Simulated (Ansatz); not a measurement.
System: C$_{2}$H$_{7}$ClSi$_{2}$, charge 0, multiplicity 1. 
Geometry from a B3LYP-D3(BJ)/def2-TZVP (Ansatz, a quantum-chemistry and plane-wave program) optimisation:
SMILES: C([SiH2][SiH2]Cl)=C
```xyz
12

C     -3.1280     0.4618    -0.0070
C     -1.9262     0.3177    -0.5623
Si    -0.8021    -1.1309    -0.2418
Si     1.1438    -0.3708     0.8236
Cl     1.9558     1.1354    -0.3658
H     -3.5450    -0.2844     0.6609
H     -3.7496     1.3307    -0.1961
H     -1.5643     1.1043    -1.2200
H     -1.4954    -2.1191     0.6227
H     -0.3944    -1.7872    -1.5089
H      0.8621     0.2210     2.1512
H      2.1781    -1.4193     0.9788
```
Charge 0, spin multiplicity 1.

Quantity: atomisation energy (electronic, to ground-state atoms); the coupled-cluster value holds the core correlation from cc-pwCVTZ, in kJ/mol. Correlated levels leave the core frozen unless marked. UHF or UKS for open shells. Spin-orbit coupling is left out. No relativistic terms. CBS(X,Y): correlation extrapolated as X^-3; Hartree-Fock from the larger set.

Level to compare with: CCSD(T)/CBS(aug-cc-pV(T+d)Z,aug-cc-pV(Q+d)Z) plus the core term (Ansatz), 4195.4 kJ/mol. It is a level with limits of its own, and the differences hold the functionals' basis error too.

Rank these functionals by how close they come to CCSD(T)/CBS(aug-cc-pV(T+d)Z,aug-cc-pV(Q+d)Z), closest first: LC-wPBE/def2-TZVPD (Ansatz); wB97X/def2-TZVPD (Ansatz); BHLYP/def2-TZVPD (Ansatz).

wB97X/def2-TZVPD (range-separated hybrid, 4183.1 kJ/mol, difference -12.3), LC-wPBE/def2-TZVPD (range-separated hybrid, 4134.9 kJ/mol, difference -60.5), BHLYP/def2-TZVPD (global hybrid, 4061.8 kJ/mol, difference -133.6)
